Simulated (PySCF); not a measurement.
Species: C5H7F3.
SMILES with atom numbers: `[F:1][CH2:2][C:3]([F:4])([F:5])[CH:6]1[CH2:7][CH2:8]1` (hydrogens: H9, H10 on C2; H11 on C6; H12, H13 on C7; H14, H15 on C8)

Structure used (PBE0-D3(BJ)/def2-SVP), in Å, numbered top down from 1:
```xyz
15
C5H7F3 angstrom
F     -1.9268   -1.5663    0.6275
C     -1.6558   -1.0830   -0.6202
C     -0.1686   -0.8158   -0.7625
F      0.0048   -0.2356   -1.9836
F      0.4891   -2.0032   -0.7985
C      0.4114    0.0430    0.3198
C      1.6793    0.7946    0.0659
C      0.3826    1.5359    0.1858
H     -2.2056   -0.1420   -0.7802
H     -1.9566   -1.8227   -1.3799
H      0.2501   -0.3848    1.3123
H      2.4033    0.8582    0.8813
H      2.1191    0.7108   -0.9309
H      0.1885    2.1215    1.0871
H     -0.0387    1.9522   -0.7329
```

Theory: TDDFT wB97X-D/def2-SVPD, vertical, gas phase, core orbitals frozen in the response in PySCF 2.14.0, density-fitted response routines.

Transition dipole moments from the ground state, in atomic units and in the frame of the coordinates above (overall signs are arbitrary), for the states with f of 0.002 or more among the lowest 7:

| state | E (eV) | μx | μy | μz |
| --- | --- | --- | --- | --- |
| S1 | 8.877 | -0.205 | -0.020 | -0.024 |
| S2 | 8.948 | 0.040 | 0.115 | 0.013 |
| S3 | 9.254 | 0.226 | 0.175 | 0.082 |
| S4 | 9.390 | 0.077 | -0.179 | -0.035 |
| S5 | 9.435 | 0.188 | 0.197 | -0.002 |
| S6 | 9.489 | 0.296 | -0.169 | -0.086 |
| S7 | 9.592 | -0.194 | 0.302 | -0.022 |

(1) Work out the oscillator strengths.

(2) Which bond between heavy atoms lies closest to the direction of the S7 transition dipole?

(3) What angle do the transition dipoles of S3 and S5 make?

## Answers

(1) f = (2/3) ΔE |μ|² with ΔE in hartree (27.2114 eV).

| state | \|μ\|² (au) | \|μ\| (D) | f |
| --- | --- | --- | --- |
| S1 | 0.043 | 0.53 | 0.009 |
| S2 | 0.015 | 0.31 | 0.003 |
| S3 | 0.088 | 0.76 | 0.020 |
| S4 | 0.039 | 0.50 | 0.009 |
| S5 | 0.074 | 0.69 | 0.017 |
| S6 | 0.124 | 0.89 | 0.029 |
| S7 | 0.130 | 0.91 | 0.030 |

(2) C3–F5, at 6° from it; next C7–C8 at 29°.

(3) |cos θ| = |μa·μb| / (|μa| |μb|) = 0.95, so θ ≈ 18° (taken between 0 and 90°, since the signs are arbitrary).

The vertical ionisation energy (ΔSCF) is 11.06 eV, 1.47 eV above S7.

One conformer stands for the species.

Without π bonds the low states may be Rydberg-like; a valence basis with one diffuse set may place them up to an eV too high.
